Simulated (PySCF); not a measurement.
Work out the structure from these simulated measurements.

Formula: C7H10OSi.

* Triplet: lowest triplet excitation (Tamm–Dancoff): 4.06 eV [TDA wB97X-D/def2-SVPD]
* UV, strongest line: among the 10 lowest singlet transitions: S5 at 6.86 eV (181 nm, f = 0.848) [TDDFT wB97X-D/def2-SVPD]
* Polarisability: 113.0 au [wB97X-D/def2-SVPD]
* UV, first state: lowest singlet excitation: 5.09 eV (243 nm, f = 0.027) [TDDFT wB97X-D/def2-SVPD]
* NMR, other nuclei: isotropic shieldings of nuclei other than C and H, by class: 275 (1 O), 435 (1 Si) ppm [GIAO HF/pcSseg-1]
* Rotational structure: rotational constants A, B, C: 4.521, 0.694, 0.608 GHz [PBE0-D3(BJ)/def2-SVP]
* 13C NMR: chemical shifts (computed TMS as zero) by class: 161.4 (1 C), 139.1 (2 C), 135.6 (1 C), 122.5 (2 C), 20.1 (1 C) ppm [GIAO HF/pcSseg-1]
* Valence photoelectron: vertical ionisation energy: 8.18 eV [ΔSCF wB97X-D/def2-SVPD]
* Dipole: 0.79 D [wB97X-D/def2-SVPD]

Electronic properties: PySCF, gas phase, density fitting. Levels stand in brackets. The structure is a single PBE0-D3(BJ)/def2-SVP conformer in the gas phase; no vibrational or solvent corrections. NMR values are class means; diastereotopic atoms form classes of their own.

Problem. What is the compound? Reason from the data.

Solution. Numbering: `[CH3:1][c:2]1[cH:3][cH:4][c:5]([O:6][SiH3:7])[cH:8][cH:9]1`. Its formula, C7H10OSi, gives 4 degrees of unsaturation: 1 ring and 3 π bonds in the structure found (Kekulé form). 7 carbons fall into 5 classes; from least to most shielded: aromatic carbon bearing oxygen [C5] (161.4 ppm), aromatic CH carbon [C3/C9] (139.1 ppm, 2 C), substituted aromatic carbon [C2] (135.6 ppm), aromatic CH carbon [C4/C8] (122.5 ppm, 2 C, up to 7.4 ppm apart in this geometry), benzylic-type carbon [C1] (20.1 ppm). The other shieldings belong to: 275 ppm, silyl ether oxygen [O6]; 435 ppm, oxygen-bound silicon [Si7]. The first electron is taken from the HOMO, whose largest Löwdin shares are 0.20 on the substituted aromatic carbon, 0.17 on the aromatic carbon bearing oxygen, 0.16 on the silyl ether oxygen and 0.10 on an aromatic CH carbon. By its constants the optimised geometry is an asymmetric top. Structure: `Cc1ccc(O[SiH3])cc1`. Computed isomers that give other values at the same levels: `c1coc([C@@H]2CC[SiH2]2)c1` (lowest singlet excitation: 5.73 eV (216 nm, f = 0.333)); `C#C[C@@H]1C[Si@@H]1/C=C/OC` (13C chemical shifts (computed TMS as zero) by class: 171.7 (1 C), 90.2 (1 C), 82.8 (1 C), 72.4 (1 C), 50.0 (1 C), 0.1 (1 C), -11.4 (1 C) ppm); `C#C[C@@H]1C[Si@H]1/C=C/OC` (13C chemical shifts (computed TMS as zero) by class: 171.9 (1 C), 89.6 (1 C), 81.8 (1 C), 72.2 (1 C), 49.8 (1 C), -2.6 (1 C), -7.2 (1 C) ppm). The assignments are read from this structure; whether some other isomer fits the data as well wasn't checked.

Shape of the structure used: `[CH3:1][c:2]1[cH:3][cH:4][c:5]([O:6][SiH3:7])[cH:8][cH:9]1`: C4–C5–O6–Si7 180°.
